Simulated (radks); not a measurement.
The nuclear charge of neutral iridium is varied continuously with 77 electrons held in [Xe] 4f14 5d7 6s2. Method: scalar-relativistic Kohn-Sham, PBEsol, spin-polarised, spherical densities, point nucleus; open shells are filled with parallel spins first (spin-orbit coupling, left out, can overturn this in heavy ions); computed with a radial shooting solver on a logarithmic mesh with Libxc functionals. By the Hellmann-Feynman theorem dE/dZ = E(electron-nucleus)/Z, the electronic potential at the nucleus. The scalar-relativistic energy here is not variational (the density holds large components alone), so the two differ by a part that grows with Z.

Z     E (hartree)  E(electron-nucleus)/Z (hartree)  HOMO  e(HOMO) (eV)  <r> HOMO (bohr)
76.8  -17706.9041                         -572.179    5d        -4.166            1.800
77    -17822.5525                         -574.492    6s        -5.861            2.959
77.2  -17938.6735                         -576.805    6s        -7.455            2.870
77.4  -18055.2676                         -579.121    6s        -9.128            2.791
77.6  -18172.3350                         -581.438    6s       -10.875            2.719
77.8  -18289.8764                         -583.758    6s       -12.694            2.654
78    -18407.8923                         -586.079    6s       -14.580            2.593

The central difference of E at Z = 77 is -579.423 hartree, to compare with the third column; the second derivative is -11.8 hartree.
